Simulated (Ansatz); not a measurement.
Cost and result for the atomization energy of `N=C(N)BF` (9 atoms, 8 bonds).

Cartesian coordinates in Å:
```
N 0.9688 -0.2377 -1.2697
C 0.2935 -0.1298 -0.1826
N 0.6118 -0.8778 0.9083
B -0.9125 0.8681 -0.0636
F -1.6503 0.8794 1.0340
H 0.6157 0.4206 -1.9594
H -0.0253 -0.9320 1.6807
H 1.2984 -1.6066 0.8054
H -1.2000 1.6157 -0.9530
```

Total charge 0; spin multiplicity 1. The structure was optimised at the PBE0-D4/def2-TZVP level. It is one conformer, not always the lowest. Program: Ansatz. Hardware: A = 2 threads of an AMD EPYC 7R13 on a shared host; B = 2 threads of an AMD EPYC 7R13 on a shared host and a share of an NVIDIA H100 80 GB. Times are those of one run each, without the atoms' runs, and a repeat can differ threefold. Electronic energies, without spin–orbit coupling; frozen cores. CCSD(T)/CBS extrapolates def2-TZVPP and def2-QZVPP, and its time is that of the two runs behind it. T1 = 0.014. B3LYP takes the VWN-RPA correlation (the form of Gaussian; ORCA's B3LYP/G).

CCSD(T)/CBS is a level of theory with its own doubt, some kJ/mol a heavy atom from the limit and from the frozen cores, so smaller differences don't rank the functionals.

| level | functions | wall time | atomization (kJ/mol) | difference from CCSD(T)/CBS | per bond |
| --- | --- | --- | --- | --- | --- |
| PBE-D4/def2-TZVPP (with forces) [A] | 211 | 2.5 s | 3731.8 | 160.8 | 20.1 |
| PBE0-D4/def2-TZVPP [A] | 211 | 2.9 s | 3614.6 | 43.6 | 5.4 |
| B3LYP-D4/def2-TZVPP (with forces) [A] | 211 | 3.5 s | 3617.4 | 46.4 | 5.8 |
| r2SCAN-D4/def2-TZVPP (with forces) [A] | 211 | 4.4 s | 3596.1 | 25.1 | 3.1 |
| CCSD(T)/def2-TZVPP [B] | 211 | 5.5 s | 3462.9 | -108.1 | -13.5 |
| B2PLYP/def2-TZVPP [A] | 211 | 5.5 s | 3571.4 | 0.4 | 0.0 |
| ωB97X-V/def2-TZVPP [A] | 211 | 7 s | 3603.3 | 32.3 | 4.0 |
| ωB97M-V/def2-TZVPP (with forces) [A] | 211 | 9 s | 3612.4 | 41.4 | 5.2 |
| CCSD(T)/def2-QZVPP [B] | 405 | 20 s | 3527.6 | -43.4 | -5.4 |
| CCSD(T)/CBS(def2) | – | 25 s | 3571.0 | 0.0 | 0.0 |

The D4 term adds +22.9 kJ/mol with B3LYP and +11.8 kJ/mol with PBE0; it sums over pairs of atoms, weighted by their polarisabilities, and B3LYP, whose exchange is more repulsive, gets the larger term. From PBE to PBE0 (25 % exact exchange), in def2-TZVPP and without D4, the atomization energy moves by −114.8 kJ/mol: exact exchange takes away binding that semilocal exchange gives to molecules. In def2-TZVPP, CCSD(T) changes the Hartree–Fock value by +996.0 kJ/mol (the triples alone add +69.7 kJ/mol) and MP2 by +1094.4 kJ/mol; breaking electron pairs costs correlation energy, which Hartree–Fock lacks.
